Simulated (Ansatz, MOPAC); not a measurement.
Dissociation curve of CH (cation, charge +1), singlet.

PM3, restricted, heats of formation (MOPAC); RHF/cc-pVDZ (Ansatz, a program for electronic structure); UHF/cc-pVDZ (Ansatz).

Energies are in kcal/mol, each relative to the lowest point of its own curve near equilibrium.

```json
[
 {"R / Å": "0.84", "PM3": "32.2", "RHF": "54.7", "UHF": "53.2"},
 {"R / Å": "0.92", "PM3": "12.5", "RHF": "23.5", "UHF": "22.6"},
 {"R / Å": "0.97", "PM3": "5.4", "RHF": "12.0", "UHF": "11.3"},
 {"R / Å": "1.04", "PM3": "0.6", "RHF": "3.0", "UHF": "2.6"},
 {"R / Å": "1.07", "PM3": "0.0", "RHF": "1.1", "UHF": "0.8"},
 {"R / Å": "1.09", "PM3": "0.0", "RHF": "0.3", "UHF": "0.2"},
 {"R / Å": "1.14", "PM3": "1.2", "RHF": "0.0", "UHF": "0.0"},
 {"R / Å": "1.17", "PM3": "2.5", "RHF": "0.7", "UHF": "0.8"},
 {"R / Å": "1.19", "PM3": "3.6", "RHF": "1.4", "UHF": "1.6"},
 {"R / Å": "1.26", "PM3": "8.6", "RHF": "5.6", "UHF": "5.8"},
 {"R / Å": "1.33", "PM3": "14.6", "RHF": "11.4", "UHF": "11.7"},
 {"R / Å": "1.42", "PM3": "23.5", "RHF": "20.4", "UHF": "20.7"},
 {"R / Å": "1.55", "PM3": "37.9", "RHF": "34.7", "UHF": "34.9"},
 {"R / Å": "1.71", "PM3": "57.7", "RHF": "52.7", "UHF": "51.3"},
 {"R / Å": "1.88", "PM3": "79.2", "RHF": "70.7", "UHF": "61.0"},
 {"R / Å": "2.05", "PM3": "98.1", "RHF": "86.9", "UHF": "65.8"},
 {"R / Å": "2.31", "PM3": "120.7", "RHF": "107.8", "UHF": "70.3"},
 {"R / Å": "2.50", "PM3": "133.6", "RHF": "120.2", "UHF": "72.3"},
 {"R / Å": "2.81", "PM3": "149.2", "RHF": "136.1", "UHF": "74.1"},
 {"R / Å": "3.06", "PM3": "157.9", "RHF": "145.7", "UHF": "75.0"},
 {"R / Å": "3.46", "PM3": "166.8", "RHF": "156.7", "UHF": "75.6"},
 {"R / Å": "3.94", "PM3": "172.9", "RHF": "164.8", "UHF": "75.9"},
 {"R / Å": "4.49", "PM3": "176.7", "RHF": "169.9", "UHF": "76.0"}
]
```

At the longest distance, 4.49 Å, PM3 lies highest above its minimum (176.7 kcal/mol) and UHF lowest (76.0 kcal/mol).

The restricted form behind PM3, RHF keeps the bonding electrons paired and can't separate into open-shell fragments. The unrestricted determinant behind UHF is spin-contaminated at 0.84 to 4.49 Å (<S²> up to 1.1, against 0.00 for a pure singlet).
